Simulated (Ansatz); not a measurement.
Input and output for `C[B-](C)(Cl)[OH+][SiH3]`.

```yaml
crystal:
  periodic: [false, false, false]
  atoms:
    - {symbol: C, position_ang: [-1.157566, -0.987987, -0.301758]}
    - {symbol: B, position_ang: [0.166619, -0.592699, 0.480806]}
    - {symbol: C, position_ang: [1.477987, -1.454436, 0.255076]}
    - {symbol: Cl, position_ang: [-0.140459, -0.219088, 2.287094]}
    - {symbol: O, position_ang: [0.582516, 0.945879, -0.104823]}
    - {symbol: Si, position_ang: [-0.596310, 2.127445, -0.458439]}
    - {symbol: H, position_ang: [-1.482263, -1.971420, 0.049758]}
    - {symbol: H, position_ang: [-2.005821, -0.316336, -0.129528]}
    - {symbol: H, position_ang: [-0.994920, -1.072539, -1.381268]}
    - {symbol: H, position_ang: [1.714283, -1.566758, -0.807997]}
    - {symbol: H, position_ang: [1.331702, -2.458035, 0.664234]}
    - {symbol: H, position_ang: [2.358896, -1.042154, 0.758946]}
    - {symbol: H, position_ang: [1.329446, 1.249566, 0.424682]}
    - {symbol: H, position_ang: [-1.137393, 1.781873, -1.785820]}
    - {symbol: H, position_ang: [-1.634208, 2.155620, 0.588938]}
    - {symbol: H, position_ang: [0.164492, 3.398467, -0.495901]}
basis:
  gaussian: {orbitals: STO-3G}
hamiltonian: {xc: {name: B97}, pseudopotentials: {relativity: none}}
output: {forces: true}
```

```sh
$ ansatz run in.yaml --threads 4 --pin off --events-out ev --progress --plain --max-ram 11315MiB
```

Output, abridged:

```
Functional definition: B97
618 factors; integrals over basis functions are off by at most 7.1e-5 eV
mean field evaluation 1: about -25068.6657 eV, gradient 2.1e1 eV
mean field evaluation 2: about -25069.6755 eV, gradient 1.4e1 eV
mean field evaluation 4: about -25070.3448 eV, gradient 3.9e-1 eV
mean field evaluation 8: about -25070.2865 eV, gradient 2.9e-3 eV
mean field -25070.28654811 eV, -921.3160373925 hartree, gradient 1.1e-5 eV, S^2 0.000000; 0 other end points of the search recorded, 0 dependent functions left out
reference -25070.28656657 eV, -921.3160380708 hartree; 33, 33 occupied and 15, 15 virtual orbitals, 618 factors
Total energy: -25070.28656657 eV, -921.3160380708 hartree
Atom 0 at    -1.157566    -0.987987    -0.301758 Å, force    -0.203048    -0.237726    -0.057591 eV/Å
Atom 1 at     0.166619    -0.592699     0.480806 Å, force     0.287069     1.636911    -0.526187 eV/Å
Atom 2 at     1.477987    -1.454436     0.255076 Å, force     0.198852    -0.207205    -0.037355 eV/Å
Atom 3 at    -0.140459    -0.219088     2.287094 Å, force    -0.092469     0.138976     0.555746 eV/Å
Atom 4 at     0.582516     0.945879    -0.104823 Å, force    -1.466743    -2.972094    -0.830926 eV/Å
Atom 5 at    -0.596310     2.127445    -0.458439 Å, force    -0.992850     1.537108    -0.348018 eV/Å
Atom 6 at    -1.482263    -1.971420     0.049758 Å, force    -0.100871    -0.297295     0.015756 eV/Å
Atom 7 at    -2.005821    -0.316336    -0.129528 Å, force    -0.130334     0.155491    -0.008992 eV/Å
Atom 8 at    -0.994920    -1.072539    -1.381268 Å, force    -0.007204    -0.006141    -0.254862 eV/Å
Atom 9 at     1.714283    -1.566758    -0.807997 Å, force     0.103880    -0.048657    -0.237338 eV/Å
Atom 10 at     1.331702    -2.458035     0.664234 Å, force    -0.016646    -0.296074     0.057655 eV/Å
Atom 11 at     2.358896    -1.042154     0.758946 Å, force     0.212562     0.117402     0.063909 eV/Å
Atom 12 at     1.329446     1.249566     0.424682 Å, force     1.884501     1.025422     1.409557 eV/Å
Atom 13 at    -1.137393     1.781873    -1.785820 Å, force     0.278177     0.168191     0.692129 eV/Å
Atom 14 at    -1.634208     2.155620     0.588938 Å, force     0.493375     0.003260    -0.504985 eV/Å
Atom 15 at     0.164492     3.398467    -0.495901 Å, force    -0.448252    -0.717570     0.011503 eV/Å
Dipole moment:     0.150871     0.942635    -0.687261 e Å
```

It took 2 s on 4 threads of an Arm Neoverse V2 on a shared host, with 0.19 GiB of host memory at the peak.
